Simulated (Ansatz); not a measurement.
Species: sum formula H5SiNO3, net charge 0, singlet state. 
Coordinates optimised at B3LYP-D3(BJ)/def2-TZVP (Ansatz, an electronic-structure program):
```
Si
O 1 1.6386
H 2 0.9603 1 115.99
O 1 1.6449 2 107.20 3 27.25
H 4 0.9603 1 116.37 2 -137.92
O 1 1.6463 2 115.88 3 -87.54
H 6 0.9605 1 116.38 2 -69.41
N 1 1.7005 2 103.64 3 153.15
H 8 1.0065 1 121.51 2 176.64
H 8 1.0070 9 111.93 1 -151.57
```
Charge 0, spin multiplicity 1.

Basis-set convergence of Hartree-Fock and CCSD correlation energies (hartree) with Ansatz. Cores are frozen in the correlated levels unless marked. No spin-orbit coupling. No relativistic terms.

| basis | functions | E(HF) | E(corr, CCSD) |
|---|---|---|---|
| aug-cc-pV(D+d)Z | 169 | -571.13925 | -0.91045 |
| aug-cc-pV(T+d)Z | 354 | (withheld) | (withheld) |

**Question.** Fill in the missing entries.

**Answer.** 
- aug-cc-pV(T+d)Z, E(HF): -571.23982
- aug-cc-pV(T+d)Z, E(corr, CCSD): -1.09324
